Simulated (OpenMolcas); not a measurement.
Worked example: ideal-gas entropy of SnH4 (SMILES [SnH4])

A singlet with charge 0, relaxed at HF/3-21G (OpenMolcas 26.06):

```xyz
5

Sn    0.0000    0.0000    0.0000
H     0.8395   -0.8698    1.2465
H    -1.5935    0.4111    0.5539
H    -0.1188   -0.9932   -1.4194
H     0.8729    1.4519   -0.3810
```

Harmonic wavenumbers in cm⁻¹: 710, 710, 710, 736, 736, 1965, 1965, 1965, 2014.

Masses in u: Sn 118.71, H 1.008. Take T = 298.15 K, p = 1 bar, R = 8.3145 J/(mol K), kT/hc = 207.22 cm⁻¹, rigid rotor and harmonic oscillator.

Work out S° at 298 K.


1. Translation (Sackur–Tetrode): S = R[3/2 ln M + 5/2 ln T − 1.1517] with M = 122.742 gives 168.8 J/(mol K).
2. Rotation: principal moments 8.104, 8.105, 8.105 u Å² give A, B, C = 2.0801, 2.08, 2.0799 cm⁻¹; the symmetry number is σ = 12; q = (√π/σ)√((kT/hc)³/ABC) = 147; S = R(ln q + 3/2) = 54.0.
3. Vibration: with u = ν̃/207.22, each mode gives R[u/(eᵘ − 1) − ln(1 − e⁻ᵘ)]; the sum is 5.9, most from 710 cm⁻¹ (1.2), 710 cm⁻¹ (1.2), 710 cm⁻¹ (1.2).
4. Spin: R ln 1 = 0.0.
5. Sum: 168.8 + 54.0 + 5.9 + 0.0 = 228.7 J/(mol K).

No measured value is set beside it here. The set lacks polarisation functions, so shape and wavenumbers are rough.
